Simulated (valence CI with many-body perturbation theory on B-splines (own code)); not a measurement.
Values are calculated unless marked as measured or tabulated.
# Pt38+: input, log and results

Method: configuration interaction combined with many-body perturbation theory (CI+MBPT): four valence electrons over a frozen Dirac-Fock core [Kr], a basis of 6 s, 6 p, 5 d, 5 f, 1 g functions for each j, with the one-electron correlation potential Σ1 (screened to all orders), the two-electron term Σ2, the three-electron term Σ3, Breit, model QED; selected single and double excitations, second order for the rest, scaled by the run's own slope (own B-spline code, finite nucleus).

Command, and the settings that its task file holds:

```sh
python run_cv.py task.json out
```

```
atom Pt  Z=78  mass_number=195  rms_radius_fm=5.4270
core [Kr]
valence 4d4
avg = 1
basis = S
breit = 1
cap = 10000
capref = 1200
cscale = 1
de = 0.0
dress = 0
eps = 2e-08
extrap = 1
h = 0.27
hh = 1
l2 = 3
lcore = 6
maxit = 2
n2 = 5
natural = 1
nlev = 20
nno = [3, 3, 3, 3, 1]
nroot = 26
nsp = [3, 3, 2, 2, 0]
pt2 = 1
qed = 1
rpa = 1
s1 = 1
s2 = 1
s3 = 1
screen = 1
tol = 2e-05
whole = 1
```

It took 64 s on 1 thread of Arm Neoverse N1 (shared host).

Log. The first blocks belong to the next ion, which gives the ionisation energy. Fields: 2J, parity (1 odd), roots, reference size, generating configurations, candidates as configurations/state functions, variational space P, stored matrix elements, Davidson steps; e2 is the range of second-order energies in hartree. The first line gives the box (bohr), its intervals, the orbitals and the steps of their self-consistent field. Window is the range of levels sought, series limit the energy at which the first omitted orbital would enter, core excitation an estimate of the first excitation out of the core, left out the lowest levels not solved, and shifts from estimates the range by which levels moved from their first estimate, all in cm⁻¹.

```
rmax 3.8 intervals 58 orbitals 40 references ['4d4', '4d3 4f', '4d2 4f2', '4d3 5s', '4d3 5p'] scf 4 t 2.3
2J=3 par=0 roots 2 ref 38 generators 4 cand 1144/2800 P 422/999 nnz 0 it 0
2J=3 par=0 roots 2 ref 38 generators 9 cand 1380/3309 P 692/1729 nnz 0 it 2
   second order: generators 10 cand 1428/3346 e2 -0.00001 -0.00000
reference levels 697, estimated 32, window 566871 1/cm; series limit 7354368, core excitation 1389397
2J=0 par=0 roots 4 ref 26 generators 8 cand 2721/6272 P 1086/2095 nnz 0 it 2
2J=0 par=0 roots 4 ref 26 generators 10 cand 2506/5791 P 1387/2954 nnz 1.1e+06 it 2
   second order: generators 16 cand 3729/8318 e2 -0.00002 -0.00000
2J=2 par=0 roots 4 ref 44 generators 7 cand 3177/18955 P 728/3560 nnz 3e+06 it 2
2J=2 par=0 roots 4 ref 44 generators 10 cand 2947/17938 P 1146/5972 nnz 6.2e+06 it 2
   second order: generators 11 cand 3167/19133 e2 -0.00002 -0.00001
2J=8 par=0 roots 6 ref 85 generators 9 cand 3336/32391 P 487/3597 nnz 3.1e+06 it 2
2J=8 par=0 roots 6 ref 85 generators 11 cand 3195/31366 P 1162/8368 nnz 1.3e+07 it 2
   second order: generators 15 cand 3212/35126 e2 -0.00004 -0.00001
2J=4 par=0 roots 6 ref 78 generators 9 cand 3378/29043 P 528/3606 nnz 3e+06 it 2
2J=4 par=0 roots 6 ref 78 generators 11 cand 3205/28015 P 1243/8677 nnz 1.3e+07 it 2
   second order: generators 16 cand 3830/35318 e2 -0.00003 -0.00001
2J=6 par=0 roots 5 ref 77 generators 8 cand 3365/33123 P 442/3605 nnz 3.3e+06 it 2
2J=6 par=0 roots 5 ref 77 generators 10 cand 3235/32094 P 1105/8683 nnz 1.4e+07 it 2
   second order: generators 14 cand 3924/42359 e2 -0.00003 -0.00002
2J=10 par=0 roots 2 ref 63 generators 4 cand 2480/22946 P 528/3588 nnz 3.3e+06 it 2
2J=10 par=0 roots 2 ref 63 generators 7 cand 3029/26118 P 866/5565 nnz 6.9e+06 it 2
   second order: generators 9 cand 3383/32679 e2 -0.00003 -0.00003
2J=12 par=0 roots 2 ref 54 generators 2 cand 406/1449 P 739/3286 nnz 2.8e+06 it 2
2J=12 par=0 roots 2 ref 54 generators 7 cand 2610/19437 P 879/4136 nnz 3.7e+06 it 2
   second order: generators 11 cand 3810/31732 e2 -0.00002 -0.00002
left out: unestimated 821817, estimated 667954, shifts from estimates -75 to 0
operators 5.5
```

The Davidson iterations stopped at their limit. The settings are bad on purpose, so the numbers may not be properties of the ion.

No measured spectrum was set against this ion. As an estimate, large intervals hold to a few tenths of a per cent, small ones and those within an open d or f shell to about a per cent. Only levels of the ground parity were solved; by the run's estimate the other parity begins above the list, which can be wrong where configurations are misplaced.

```yaml
Valence_energy: -272.4855 hartree
Ionisation_energy: "1764.8 eV (NIST: 1763 ± 4 eV (theoretical))"
Reference_configurations_for_the_orbitals: 4d4, 4d3 4f, 4d2 4f2, 4d3 5s, 4d3 5p
Radial_orbitals: 40
Box_radius: 3.829 bohr
Largest_variational_space: 8683
Lowest_levels: (4d3/2^4) J=0 0, (4d3/2^3 4d5/2) J=1 162790, (4d3/2^3 4d5/2) J=4 206210, (4d3/2^3 4d5/2) J=2 210800, (4d3/2^3 4d5/2) J=3 222570, (4d3/2^2 4d5/2^2) J=0 [a] 356400, (4d3/2^2 4d5/2^2) J=2 [a] 359910, (4d3/2^2 4d5/2^2) J=4 [a] 367810, (4d3/2^2 4d5/2^2) J=3 [a] 371960, (4d3/2^2 4d5/2^2) J=5 388450, (4d3/2^2 4d5/2^2) J=1 400440, (4d3/2^2 4d5/2^2) J=6 400780, (4d3/2^2 4d5/2^2) J=3 [b] 413670, (4d3/2^2 4d5/2^2) J=4 [b] 416260 cm⁻¹
```

Levels are named by their leading jj configuration (3d3/2^4 stands for four electrons in 3d with j = 3/2), which in mixed levels can hold well under half, so a name can repeat and another be missing. Letters in brackets count levels of one name in rising energy.
